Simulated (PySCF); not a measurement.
HgBr₂, SMILES [Br][Hg][Br].

Geometry: PBE0-D3(BJ)/def2-SVP. The isomer is the one that the SMILES or the coordinates give; other isomers of the formula were not compared. The def2 effective core potentials stand for the cores of Hg; spin–orbit coupling is left out.

These are C-PCM-PBE0/def2-SVP in PySCF values and carry that method's errors.

The values are the electrostatic part of the solvation free energy, E(continuum) − E(gas) at the gas-phase geometry, in a cavity of scaled van der Waals radii (PySCF's table); cavitation and dispersion terms are not included. A continuum can't describe solvent molecules that bind to the metal. In vacuum the orbital gap is 5.70 eV. The dipole moment in vacuum is 0.00 D.

```csv
solvent,ε,ΔG(elec) (kcal/mol),dipole (D),gap (eV)
water,78.36,-12.1,0.00,6.12
n-hexane,1.88,-5.1,0.00,5.87
dimethylsulfoxide,46.83,-12.0,0.00,6.11
```
